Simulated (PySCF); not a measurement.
Vertical excitation energies

Species: C₂H₈OSi₂.
InChI=1S/C2H8OSi2/c1-2-5-3-4/h2H,1,5H2,4H3

Theory: PySCF, TDDFT CAM-B3LYP/def2-SVPD, vertical, gas phase, core orbitals frozen in the response. Geometry: PBE0-D3(BJ)/def2-SVP, one conformer, isolated molecule.

Problem. What does the calculation give for the low-lying excited states?

Solution. 

| state | E (eV) | λ (nm) | ν̃ (cm⁻¹) | f | \|μ\| (D) | main configurations (H = HOMO, L = LUMO) |
| --- | --- | --- | --- | --- | --- | --- |
| S1 | 6.71 | 184.8 | 54110 | 0.0016 | 0.25 | H-1→L (75%), H-3→L (21%) |
| S2 | 7.13 | 173.8 | 57540 | 0.011 | 0.65 | H→L+1 (72%), H-2→L+1 (11%) |
| S3 | 7.20 | 172.3 | 58040 | 0.361 | 3.64 | H→L (89%) |
| S4 | 7.37 | 168.2 | 59470 | 0.013 | 0.69 | H-1→L+1 (83%) |
| S5 | 7.47 | 165.9 | 60270 | 0.010 | 0.60 | H-2→L+1 (72%), H→L+1 (9%) |
| S6 | 7.83 | 158.4 | 63120 | 0.0013 | 0.21 | H→L+3 (59%), H→L+2 (24%) |

The lowest singlet lies at 6.71 eV (185 nm, vacuum ultraviolet) and is very weak; its leading configuration is HOMO-1→LUMO (75%). The strongest level in the table is S3 at 7.20 eV (172 nm, f = 0.361). Löwdin shares by element: HOMO carbon 67%, silicon 11% or more, hydrogen 6% or more (atoms not listed hold the other 17%); LUMO carbon 68%, silicon 9% or more, hydrogen 6% or more (atoms not listed hold the other 16%). Weighted by f, the mean energy of these states is 7.21 eV. The oscillator strengths of these states sum to 0.399; summed over the whole spectrum of an exact calculation they would give the number of electrons, 56 (Thomas–Reiche–Kuhn). Orbital energies (eV): HOMO-3 -10.89, HOMO-2 -10.05, HOMO-1 -9.86, HOMO -9.28, LUMO 0.66, LUMO+1 0.81, LUMO+2 1.32. The window holds the lowest 6 singlets.
